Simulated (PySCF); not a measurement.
CH$_{4}$B$_{2}$O, BFH$_{3}$NSi, CH$_{6}$B$_{3}$, CH$_{5}$BOSi and others (calculated)

Calculation on a computer-drawn molecule: the log of a Hartree-Fock and frozen-core CCSD(T) single point meant for a local Hartree-Fock minimum, with one planted fault or none, to be diagnosed. Offsets are logged minus clean, where the clean run is the same molecule without the fault. The reference is restricted for singlets and unrestricted otherwise, and also for a bond in bohr or an excited solution. Adding or removing an electron swaps singlet and doublet. The excited solution moves the top pair (singlet) or top alpha electron (doublet) to the lowest empty orbital. Highest occupied and lowest empty are orbital energies over both spins, largest force is the largest gradient component, triples share is (T) over the correlation energy, the T1 limit is 0.02 restricted and 0.045 unrestricted, electrons count all cores, a negative frequency is imaginary (commonest isotopes), and the dipole is about the centre of nuclear charge. Program: PySCF 2.14.0.

Common to all runs: meant charge 0; logged SCF converged yes; logged CC converged yes; logged SCF stable within its kind yes; possible faults no fault, one electron removed, one electron added, multiplicity raised by two, geometry at a saddle point, SCF held on an excited solution, minimal basis STO-3G, one bond length entered in bohr, all coordinates scaled.

(1) 
```xyz
8
formula=CH4B2O meant_multiplicity=1 meant_basis=cc-pVDZ logged_electrons=28 logged_basis_functions=76 logged_spin_squared=0 logged_highest_occupied=-9.444 logged_lowest_empty=2.8465 logged_largest_force=0.14161 logged_T1_diagnostic=0.013623 logged_D1_diagnostic=0.040853 logged_triples_share=0.027187 logged_dipole_magnitude=1.529 logged_energy_HF=-164.32751 logged_energy_CCSD(T)=-164.83839 planted_fault=all_coordinates_scaled,by_-9.5_% HF_energy_offset_from_clean_run=57.13 CCSD(T)_energy_offset_from_clean_run=68.26
C      1.4310     1.1972     0.1082
B      0.3601     1.3063     0.7583
B     -0.9422     1.3806     1.5578
O     -1.5768     2.3981     1.7907
H      1.8832     1.9700    -0.2964
H      1.8725     0.3302    -0.0292
H     -1.3553     0.4591     1.9621
H     -1.2487     3.1200     1.4711
```

Units: logged_highest_occupied, logged_lowest_empty in eV; logged_largest_force in hartree/bohr; logged_dipole_magnitude in debye; logged_energy_HF, logged_energy_CCSD(T) in hartree; HF_energy_offset_from_clean_run, CCSD(T)_energy_offset_from_clean_run in kcal/mol.

Drawn bonds:
```csv
atom,other atom,order
1,2,2
2,3,1
3,4,1
1,5,1
1,6,1
3,7,1
4,8,1
```

(2) 
```xyz
7
formula=BFH3NSi meant_multiplicity=1 meant_basis=cc-pV(D+d)Z logged_electrons=38 logged_basis_functions=80 logged_spin_squared=0 logged_highest_occupied=-11.189 logged_lowest_empty=2.165 logged_largest_force=0.075122 logged_T1_diagnostic=0.018641 logged_D1_diagnostic=0.051848 logged_triples_share=0.031241 logged_dipole_magnitude=2.0321 logged_energy_HF=-469.29257 logged_energy_CCSD(T)=-469.879 planted_fault=all_coordinates_scaled,by_+7.1_% HF_energy_offset_from_clean_run=22.64 CCSD(T)_energy_offset_from_clean_run=12.88
N     -3.4713    -1.1868     0.2301
B     -2.7640    -0.8864     1.2960
Si    -1.5722    -0.3720     3.0029
F     -2.3904    -0.9057     4.4318
H     -4.0499    -1.4347    -0.6178
H     -1.3879     1.1897     3.1064
H     -0.1737    -1.0964     2.9480
```

Units: logged_highest_occupied, logged_lowest_empty in eV; logged_largest_force in hartree/bohr; logged_dipole_magnitude in debye; logged_energy_HF, logged_energy_CCSD(T) in hartree; HF_energy_offset_from_clean_run, CCSD(T)_energy_offset_from_clean_run in kcal/mol.

Drawn bonds:
```csv
atom,other atom,order
1,2,2
2,3,1
3,4,1
1,5,1
3,6,1
3,7,1
```

(3) 
```xyz
10
formula=CH6B3 meant_multiplicity=2 meant_basis=cc-pVDZ logged_electrons=28 logged_basis_functions=86 logged_spin_squared=0 logged_highest_occupied=-0.42325 logged_lowest_empty=7.5542 logged_largest_force=0.027993 logged_T1_diagnostic=0.019963 logged_D1_diagnostic=0.057233 logged_triples_share=0.034081 logged_dipole_magnitude=5.8508 logged_energy_HF=-115.29997 logged_energy_CCSD(T)=-115.78318 planted_fault=one_electron_added HF_energy_offset_from_clean_run=13.62 CCSD(T)_energy_offset_from_clean_run=-14.28
B     -0.3501     2.8825     1.2728
B      0.8824     1.8906     1.4450
B      1.3566     0.6164     0.4273
C      0.8333    -0.8727     0.5391
H     -1.2617     3.6262     1.1466
H      1.5601     2.0831     2.4300
H      2.1564     0.8469    -0.4497
H      1.6505    -1.5965     0.4562
H      0.1900    -1.0495    -0.3358
H      0.2461    -1.0976     1.4314
```

Units: logged_highest_occupied, logged_lowest_empty in eV; logged_largest_force in hartree/bohr; logged_dipole_magnitude in debye; logged_energy_HF, logged_energy_CCSD(T) in hartree; HF_energy_offset_from_clean_run, CCSD(T)_energy_offset_from_clean_run in kcal/mol.

Drawn bonds:
```csv
atom,other atom,order
1,2,1
2,3,1
3,4,1
1,5,1
2,6,1
3,7,1
4,8,1
4,9,1
4,10,1
```

(4) 
```xyz
9
formula=CH5BOSi meant_multiplicity=1 meant_basis=cc-pV(D+d)Z logged_electrons=38 logged_basis_functions=90 logged_spin_squared=0 logged_highest_occupied=-12.995 logged_lowest_empty=2.8016 logged_largest_force=1.995e-05 logged_lowest_frequency=142.19 logged_T1_diagnostic=0.016677 logged_D1_diagnostic=0.048679 logged_triples_share=0.030568 logged_dipole_magnitude=3.9937 logged_energy_HF=-429.332 logged_energy_CCSD(T)=-429.89666 planted_fault=no_fault HF_energy_offset_from_clean_run=0 CCSD(T)_energy_offset_from_clean_run=0
C     -0.9955    -0.2719    -1.0760
Si     0.4290     0.4171    -2.0859
B      1.7492     1.3638    -0.8775
O      2.5175     1.9167    -0.1607
H     -1.5285     0.5272    -0.5555
H     -0.6373    -0.9870    -0.3318
H     -1.7045    -0.7857    -1.7299
H     -0.0360     1.4101    -3.0787
H      1.1729    -0.6553    -2.7819
```

Units: logged_highest_occupied, logged_lowest_empty in eV; logged_largest_force in hartree/bohr; logged_lowest_frequency in cm⁻¹; logged_dipole_magnitude in debye; logged_energy_HF, logged_energy_CCSD(T) in hartree; HF_energy_offset_from_clean_run, CCSD(T)_energy_offset_from_clean_run in kcal/mol.

Drawn bonds:
```csv
atom,other atom,order
1,2,1
2,3,1
3,4,2
1,5,1
1,6,1
1,7,1
2,8,1
2,9,1
```

(5) 
```xyz
11
formula=CH7NSi2 meant_multiplicity=1 meant_basis=cc-pV(D+d)Z logged_electrons=48 logged_basis_functions=109 logged_spin_squared=0 logged_highest_occupied=-9.9486 logged_lowest_empty=2.1223 logged_largest_force=2.403e-05 logged_lowest_frequency=33.346 logged_T1_diagnostic=0.015174 logged_D1_diagnostic=0.056349 logged_triples_share=0.029971 logged_dipole_magnitude=4.2663 logged_energy_HF=-674.27587 logged_energy_CCSD(T)=-674.8521 planted_fault=no_fault HF_energy_offset_from_clean_run=0 CCSD(T)_energy_offset_from_clean_run=0
C     -0.9075    -0.4729    -1.9734
Si     0.1695    -0.5686    -0.4608
N      1.3905     0.3202    -0.0938
Si     2.6311     1.4653    -0.0538
H     -1.9482    -0.3054    -1.6779
H     -0.5910     0.3276    -2.6424
H     -0.8762    -1.4256    -2.5117
H     -0.2888    -1.6582     0.4232
H      2.5036     2.3463     1.1350
H      3.9609     0.8073     0.0124
H      2.6516     2.3553    -1.2477
```

Units: logged_highest_occupied, logged_lowest_empty in eV; logged_largest_force in hartree/bohr; logged_lowest_frequency in cm⁻¹; logged_dipole_magnitude in debye; logged_energy_HF, logged_energy_CCSD(T) in hartree; HF_energy_offset_from_clean_run, CCSD(T)_energy_offset_from_clean_run in kcal/mol.

Drawn bonds:
```csv
atom,other atom,order
1,2,1
2,3,2
3,4,1
1,5,1
1,6,1
1,7,1
2,8,1
4,9,1
4,10,1
4,11,1
```

(6) 
```xyz
10
formula=CH6AlB2 meant_multiplicity=2 meant_basis=cc-pV(D+d)Z logged_electrons=35 logged_basis_functions=30 logged_spin_squared=0.7583 logged_highest_occupied=-6.1155 logged_lowest_empty=5.8954 logged_largest_force=0.032733 logged_T1_diagnostic=0.016166 logged_D1_diagnostic=0.080157 logged_triples_share=0.011879 logged_dipole_magnitude=1.4659 logged_energy_HF=-328.55726 logged_energy_CCSD(T)=-328.75411 planted_fault=minimal_basis_STO-3G HF_energy_offset_from_clean_run=2517 CCSD(T)_energy_offset_from_clean_run=2658
B      1.6653     0.0821     2.5776
B      1.0961     0.0020     1.0539
Al     0.3593    -0.1018    -0.9233
C     -1.5597     0.0425    -1.3286
H      2.8438    -0.0086     2.8046
H      0.9173     0.2339     3.5086
H      1.4115    -0.3032    -2.0924
H     -2.1863     0.1810    -0.4428
H     -1.7476     0.8847    -2.0057
H     -1.9112    -0.8567    -1.8490
```

Units: logged_highest_occupied, logged_lowest_empty in eV; logged_largest_force in hartree/bohr; logged_dipole_magnitude in debye; logged_energy_HF, logged_energy_CCSD(T) in hartree; HF_energy_offset_from_clean_run, CCSD(T)_energy_offset_from_clean_run in kcal/mol.

Drawn bonds:
```csv
atom,other atom,order
1,2,1
2,3,1
3,4,1
1,5,1
1,6,1
3,7,1
4,8,1
4,9,1
4,10,1
```
